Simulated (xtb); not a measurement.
A run for xtb: GFN2-xTB on GeH3N (SMILES [NH2][GeH]), a point of a torsion scan.

```
$ xtb mol.xyz --gfn 2 --opt vtight --chrg 0 --uhf 0 --input xcontrol
5

N     -0.75602594    -0.02161015    -0.22211487
Ge     0.96793948    -0.68574565    -0.25528985
H     -1.40848659    -0.60943835     0.31432437
H     -0.82477438     0.99226079    -0.06206693
H      1.03419019    -2.21836089    -0.16667160
$constrain
  force constant=1.0
  dihedral: 3,1,2,5,30.0
$end
```

The log:

```
[...]
           -------------------------------------------------
          |                Calculation Setup                |
           -------------------------------------------------



           -------------------------------------------------
          |                 G F N 2 - x T B                 |
           -------------------------------------------------

        Reference                      10.1021/acs.jctc.8b01176
      * Hamiltonian:
        H0-scaling (s, p, d)           1.850000    2.230000    2.230000
        zeta-weighting                 0.500000
      * Dispersion:
        s8                             2.700000
        a1                             0.520000
        a2                             5.000000
        s9                             5.000000
      * Repulsion:
        kExp                           1.500000    1.000000
        rExp                           1.000000
      * Coulomb:
        alpha                          2.000000
        third order                    shell-resolved
        anisotropic                    true
        a3                             3.000000
        a5                             4.000000
        cn-shift                       1.200000
        cn-exp                         4.000000
        max-rad                        5.000000


          ...................................................
          :                      SETUP                      :
          :.................................................:
          :  # basis functions                  17          :
          :  # atomic orbitals                  16          :
          :  # shells                            8          :
          :  # electrons                        12          :
          :  max. iterations                   250          :
          :  Hamiltonian                  GFN2-xTB          :
          :  restarted?                      false          :
          :  GBSA solvation                  false          :
          :  PC potential                    false          :
          :  electronic temp.          300.0000000     K    :
          :  accuracy                    1.0000000          :
          :  -> integral cutoff          0.2500000E+02      :
          :  -> integral neglect         0.1000000E-07      :
          :  -> SCF convergence          0.1000000E-05 Eh   :
          :  -> wf. convergence          0.1000000E-03 e    :
          :  Broyden damping             0.4000000          :
          :  net charge                          0          :
          :  unpaired electrons                  0          :
          ...................................................

 iter      E             dE          RMSdq      gap      omega  full diag
   1     -5.6063121 -0.560631E+01  0.160E+01    2.09       0.0  T
   2     -6.0711410 -0.464829E+00  0.197E+01    3.58       1.0  T
   3     -6.2985444 -0.227403E+00  0.123E+01    3.38       1.0  T
   4     -6.2413428  0.572016E-01  0.148E+01    3.45       1.0  T
   5     -6.4013597 -0.160017E+00  0.273E+00    3.01       1.0  T
   6     -6.4046916 -0.333189E-02  0.123E+00    3.13       1.0  T
   7     -6.4061085 -0.141694E-02  0.970E-02    3.09       1.0  T
   8     -6.4061116 -0.305618E-05  0.178E-02    3.09       2.5  T
   9     -6.4061116 -0.762465E-08  0.427E-03    3.09      10.5  T
  10     -6.4061116 -0.552339E-08  0.122E-03    3.09      36.5  T
  11     -6.4061116 -0.837247E-09  0.186E-04    3.09     239.8  T
  12     -6.4061116  0.663549E-10  0.227E-04    3.09     197.1  T

   *** convergence criteria satisfied after 12 iterations ***

         #    Occupation            Energy/Eh            Energy/eV
      -------------------------------------------------------------
         1        2.0000           -0.6089912             -16.5715
         2        2.0000           -0.5671556             -15.4331
         3        2.0000           -0.5075801             -13.8120
         4        2.0000           -0.4403961             -11.9838
         5        2.0000           -0.3935641             -10.7094
         6        2.0000           -0.3489699              -9.4960 (HOMO)
         7                         -0.2353281              -6.4036 (LUMO)
         8                         -0.1055145              -2.8712
         9                         -0.0871327              -2.3710
        10                         -0.0044774              -0.1218
        11                          0.0414365               1.1275
       ...                                ...                  ...
        16                          0.8841824              24.0598
      -------------------------------------------------------------
                  HL-Gap            0.1136419 Eh            3.0924 eV
             Fermi-level           -0.2921490 Eh           -7.9498 eV

 SCC (total)                   0 d,  0 h,  0 min,  0.002 sec
 SCC setup                      ...        0 min,  0.000 sec (  3.415%)
 Dispersion     
[...]
1 -0.638600E-12  0.427E-05    3.50    1048.1  T

   *** convergence criteria satisfied after 3 iterations ***

         #    Occupation            Energy/Eh            Energy/eV
      -------------------------------------------------------------
         1        2.0000           -0.6124979             -16.6669
         2        2.0000           -0.5759630             -15.6728
         3        2.0000           -0.5062832             -13.7767
         4        2.0000           -0.4339504             -11.8084
         5        2.0000           -0.3938338             -10.7168
         6        2.0000           -0.3624609              -9.8631 (HOMO)
         7                         -0.2339683              -6.3666 (LUMO)
         8                         -0.1415895              -3.8528
         9                         -0.0737862              -2.0078
        10                         -0.0034009              -0.0925
        11                          0.0714366               1.9439
       ...                                ...                  ...
        16                          0.7809439              21.2506
      -------------------------------------------------------------
                  HL-Gap            0.1284926 Eh            3.4965 eV
             Fermi-level           -0.2982146 Eh           -8.1148 eV

 SCC (total)                   0 d,  0 h,  0 min,  0.001 sec
 SCC setup                      ...        0 min,  0.000 sec (  4.117%)
 Dispersion                     ...        0 min,  0.000 sec (  0.827%)
 classical contributions        ...        0 min,  0.000 sec (  0.371%)
 integral evaluation            ...        0 min,  0.000 sec ( 26.774%)
 iterations                     ...        0 min,  0.000 sec ( 23.237%)
 molecular gradient             ...        0 min,  0.000 sec ( 38.279%)
 printout                       ...        0 min,  0.000 sec (  5.870%)

         :::::::::::::::::::::::::::::::::::::::::::::::::::::
         ::                     SUMMARY                     ::
         :::::::::::::::::::::::::::::::::::::::::::::::::::::
         :: total energy              -6.381873058127 Eh    ::
         :: gradient norm              0.000065048246 Eh/a0 ::
         :: HOMO-LUMO gap              3.496461160674 eV    ::
         ::.................................................::
         :: SCC energy                -6.429074101406 Eh    ::
         :: -> isotropic ES            0.003620816834 Eh    ::
         :: -> anisotropic ES          0.002839108804 Eh    ::
         :: -> anisotropic XC          0.001626633285 Eh    ::
         :: -> dispersion             -0.001849609042 Eh    ::
         :: repulsion energy           0.047179648688 Eh    ::
         :: add. restraining           0.000021394590 Eh    ::
         :: total charge               0.000000000000 e     ::
         :::::::::::::::::::::::::::::::::::::::::::::::::::::

           -------------------------------------------------
          |                Property Printout                |
           -------------------------------------------------

    * Orbital Energies and Occupations

         #    Occupation            Energy/Eh            Energy/eV
      -------------------------------------------------------------
         1        2.0000           -0.6124979             -16.6669
         2        2.0000           -0.5759630             -15.6728
         3        2.0000           -0.5062832             -13.7767
         4        2.0000           -0.4339504             -11.8084
         5        2.0000           -0.3938338             -10.7168
         6        2.0000           -0.3624609              -9.8631 (HOMO)
         7                         -0.2339683              -6.3666 (LUMO)
         8                         -0.1415895              -3.8528
         9                         -0.0737862              -2.0078
        10                         -0.0034009              -0.0925
        11                          0.0714366               1.9439
        12                          0.0753490               2.0504
        13                          0.0969940               2.6393
        14                          0.2362573               6.4289
        15                          0.4411085              12.0032
        16                          0.7809439              21.2506
      -------------------------------------------------------------
                  HL-Gap            0.1284926 Eh            3.4965 eV
             Fermi-level           -0.2982146 Eh           -8.1148 eV

     #   Z          covCN         q      C6AA      α(0)
     1   7 N        2.554    -0.383    29.930     8.125
     2  32 Ge       1.703     0.244   250.951    33.121
     3   1 H        0.860     0.167     1.293     1.781
     4   1 H        0.861     0.149     1.411     1.861
     5   1 H        0.869    -0.176     9.190     4.747

 Mol. C6AA /au·bohr⁶  :        695.515238
 Mol. C8AA /au·bohr⁸  :      37920.945958
 Mol. α(0) /au        :         49.634850


Wiberg/Mayer (AO) data.
largest (>0.10) Wiberg bond orders for each atom

 ---------------------------------------------------------------------------
     #   Z sym  total        # sym  WBO       # sym  WBO       # sym  WBO
 ---------------------------------------------------------------------------
     1   7 N    3.280 --     2 Ge   1.374     4 H    0.954     3 H    0.943
     2  32 Ge   2.373 --     1 N    1.374     5 H    0.953
     3   1 H    0.972 --     1 N    0.943
     4   1 H    0.978 --     1 N    0.954
     5   1 H    0.969 --     2 Ge   0.953
 ---------------------------------------------------------------------------

Topologies differ in total number of bonds
Note: The following floating-point exceptions are signalling: IEEE_DENORMAL
normal termination of xtb
Writing topology from bond orders to xtbtopo.mol

molecular dipole:
                 x           y           z       tot (Debye)
 q only:        0.034       0.580       0.116
   full:       -0.173       0.735       0.248       2.019
molecular quadrupole (traceless):
                xx          xy          yy          xz          yz          zz
 q only:        2.679       0.776      -2.888      -0.645      -0.536       0.208
  q+dip:        2.843       1.288      -2.489      -0.897      -0.822      -0.354
   full:        1.672       0.560      -3.459      -0.778      -0.856       1.787

           -------------------------------------------------
          |                Geometry Summary                 |
           -------------------------------------------------

      molecular mass/u    :       89.6580756
   center of mass at/Å    :        0.7962098      -0.4762933      -0.2078763
  moments of inertia/u·Å² :        0.4088629E+01   0.4717392E+02   0.5101814E+02
rotational constants/cm⁻¹ :        0.4123052E+01   0.3573507E+00   0.3304243E+00

 * 3 selected distances

     #   Z          #   Z                                           value/Å
     1   7 N        2  32 Ge                                      1.8092264 (max)
     1   7 N        3   1 H                                       1.0086515 (min)
     1   7 N        4   1 H                                       1.0115034

 * 2 distinct bonds (by element types)

   Z      Z             #   av. dist./Å        max./Å        min./Å
   1 H    7 N           2     1.0100774     1.0115034     1.0086515
   7 N   32 Ge          1     1.8092264     1.8092264     1.8092264


optimized geometry written to: xtbopt.xyz


           -------------------------------------------------
          | TOTAL ENERGY               -6.381873058127 Eh   |
          | GRADIENT NORM               0.000065048246 Eh/α |
          | HOMO-LUMO GAP               3.496461160674 eV   |
           -------------------------------------------------

------------------------------------------------------------------------
------------------------------------------------------------------------
 total:
 SCF:
 ANC optimizer:
```

The run finished.

Warnings raised: the energy holds the restraint's term.

Cost: roughly 0.020 core-seconds.
